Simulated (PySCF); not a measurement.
## C₆ coefficients of unlike pairs at TPSSh

Calculated with PySCF 2.14 from the dipole response of each species, C₆(A,B) = (3/π) ∫ α_A(iu) α_B(iu) du, in atomic units, from isotropic polarisabilities. For ions this is the dispersion term alone; charge-induced terms of lower order in 1/R come first.

| species | configuration | basis | relativity | α (bohr³) | C₆ (like pair) |
| --- | --- | --- | --- | --- | --- |
| Zr³⁺ | [Kr] 4d1 (2D) | aug-cc-pwCVTZ-PP with ECP28MDF (8s8p7d4f3g) | core potential | 5.661 | 23.27 |
| S | [Ne] 3s2 3p4 (3P) | dyall-av3z (19s12p3d2f) | none | 19.76 | 137.3 |
| Al | [Ne] 3s2 3p1 (2P) | aug-cc-pwCVTZ (8s7p5d3f) | none | 61.34 | 555.0 |

Question: Estimate C₆ for S with Zr³⁺.

Answer: The integral gives 52.61. The combination rule 2 C_A C_B / (C_A α_B/α_A + C_B α_A/α_B) gives 53.01 and the geometric mean 56.53.

No spin-orbit coupling is included.

The other pairs:

| pair | C₆ |
| --- | --- |
| Al, S | 254.7 |
| Al, Zr³⁺ | 86.53 |
